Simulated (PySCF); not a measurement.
Isomers of C7H9FNP. Level of theory: PySCF, PBE0-D3(BJ)/def2-SVP geometry optimisation, gas phase. Energies are electronic, without zero-point or thermal terms, for one conformer each. No frequencies were run at this level. Point groups hold within 0.08 Å.

Question: Rank from lowest to highest electronic energy at this level (kcal/mol).
A. `[F:1][CH:2]1[CH2:3][P:4]([n:5]2[cH:6][cH:7][cH:8][cH:9]2)[CH2:10]1` with C3–P4–N5–C6 140°, F1–C2–C3–P4 -130°, C2–C3–P4–N5 109°, C3–P4–C10–C2 -9°, F1–C2–C10–P4 130°
B. `CN(C)c1ccpc(F)c1`

Answer: B (0.0), A (0.4).

As drawn, the higher has a four-membered ring, which the lower lacks. Neighbours under 2.5 kcal/mol apart (CN(C)c1ccpc(F)c1 and FC1CP(n2cccc2)C1) can change places with a better method, another conformer or zero-point energy.

```tsv
SMILES	E (Eh)	E rel (kcal/mol)	dipole (D)	point group	A, B, C (MHz)
CN(C)c1ccpc(F)c1	-767.07609	0.0	5.36	Cs	2093, 782.0, 573.4
FC1CP(n2cccc2)C1	-767.07550	0.4	1.70	–	2502, 761.6, 652.2
```

Question: How do the relative energies change in single points at PBE0/pcSseg-1 (no added dispersion term) on the same geometries?

Answer: 
```csv
SMILES,PBE0-D3(BJ)/def2-SVP (kcal/mol),PBE0/pcSseg-1 (kcal/mol),shift
CN(C)c1ccpc(F)c1,0.0,0.1,+0.1
FC1CP(n2cccc2)C1,0.4,0.0,-0.4
```

Each column counts from its own lowest isomer. FC1CP(n2cccc2)C1 becomes the lowest; the largest shift is 0.4 kcal/mol.

Question: As an exercise, what shares would exp(−E/RT) give at 298.15 K from these electronic energies alone (no entropy, no degeneracies)?

Answer: RT = 0.592 kcal/mol: CN(C)c1ccpc(F)c1 65.0 %, FC1CP(n2cccc2)C1 35.0 %.
